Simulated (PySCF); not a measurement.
# C₆ coefficients of unlike pairs at wB97X-V

Calculated with PySCF 2.14 from the dipole response of each species, C₆(A,B) = (3/π) ∫ α_A(iu) α_B(iu) du, in atomic units, from isotropic polarisabilities. For ions this is the dispersion term alone; charge-induced terms of lower order in 1/R come first.

```
species           configuration                                                                         basis     relativity  α (bohr³)  C₆ (like pair)
    Li⁺                1s2 (1S)                                                        def2-QZVPPD (6s4p2d1f)           none     0.1586         0.05208
      I  [Kr] 4d10 5s2 5p5 (2P)  x2c-TZVPPall with one added diffuse shell each of s, p, d, f type (9s7p5d3f)  spin-free X2C      31.95           345.1
     Al       [Ne] 3s2 3p1 (2P)                                                     def2-QZVPPD (10s6p5d2f1g)           none      59.40           525.7
   Si³⁺           [Ne] 3s1 (2S)                                                      dyall-acv3z (19s12p6d4f)           none      7.490           14.42
```

Question: Estimate C₆ for Al with Li⁺.

Answer: The integral gives 2.788. The combination rule 2 C_A C_B / (C_A α_B/α_A + C_B α_A/α_B) gives 2.619 and the geometric mean 5.233.

No spin-orbit coupling is included.

The other pairs:

```csv
pair,C₆
"Si³⁺, Al",84.28
"I, Li⁺",3.155
"Si³⁺, Li⁺",0.5877
"Si³⁺, I",69.76
"Al, I",394.8
```
